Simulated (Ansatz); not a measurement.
All numbers were calculated with Ansatz.

CH5ClN2OW (`C[N]=[W]([NH2])(=[O])[Cl]`) at its PBE0-D4/def2-TZVP geometry, where that method's forces vanish. The species carries charge 0 and has multiplicity 1. W: def2 effective core potential.

```json
{"atom": "C1", "x (Å)": "1.2686", "y (Å)": "-1.5095", "z (Å)": "0.6503"}
{"atom": "N2", "x (Å)": "0.3204", "y (Å)": "-0.4653", "z (Å)": "0.5044"}
{"atom": "W3", "x (Å)": "-0.2449", "y (Å)": "1.1076", "z (Å)": "0.0028"}
{"atom": "N4", "x (Å)": "-1.7814", "y (Å)": "0.7617", "z (Å)": "-1.1293"}
{"atom": "O5", "x (Å)": "0.9574", "y (Å)": "1.9164", "z (Å)": "-0.9020"}
{"atom": "Cl6", "x (Å)": "-0.7771", "y (Å)": "2.3267", "z (Å)": "1.8735"}
{"atom": "H7", "x (Å)": "1.4729", "y (Å)": "-1.6847", "z (Å)": "1.7114"}
{"atom": "H8", "x (Å)": "0.8687", "y (Å)": "-2.4392", "z (Å)": "0.2323"}
{"atom": "H9", "x (Å)": "2.2125", "y (Å)": "-1.2779", "z (Å)": "0.1453"}
{"atom": "H10", "x (Å)": "-2.0530", "y (Å)": "1.3932", "z (Å)": "-1.8693"}
{"atom": "H11", "x (Å)": "-2.2441", "y (Å)": "-0.1289", "z (Å)": "-1.2195"}
```

Question: For each bond, give half the difference of the two atoms' forces along it (eV/Å; positive pushes the atoms apart) under PBE-D4, r2SCAN-D4, B3LYP-D4, ωB97M-V in def2-TZVPP. (Estimate.)

Answer: The calculation gave: 
```csv
bond,length (Å),PBE-D4,r2SCAN-D4,B3LYP-D4,ωB97M-V
C1–N2,1.418,-0.30,-0.07,0.06,0.60
C1–H7,1.095,0.12,-0.03,-0.07,-0.15
C1–H8,1.095,0.13,-0.02,-0.07,-0.15
C1–H9,1.095,0.12,-0.03,-0.07,-0.14
N2–W3,1.745,0.57,0.31,0.14,-0.52
W3–N4,1.940,-0.14,-0.01,0.10,0.11
W3–O5,1.708,0.80,0.37,0.32,-0.28
W3–Cl6,2.295,-0.21,-0.10,0.12,0.27
N4–H10,1.010,0.18,-0.01,-0.07,-0.04
N4–H11,1.008,0.17,-0.02,-0.08,-0.01
```

B3LYP here is the variant with VWN-RPA as its local correlation; programs differ in this.
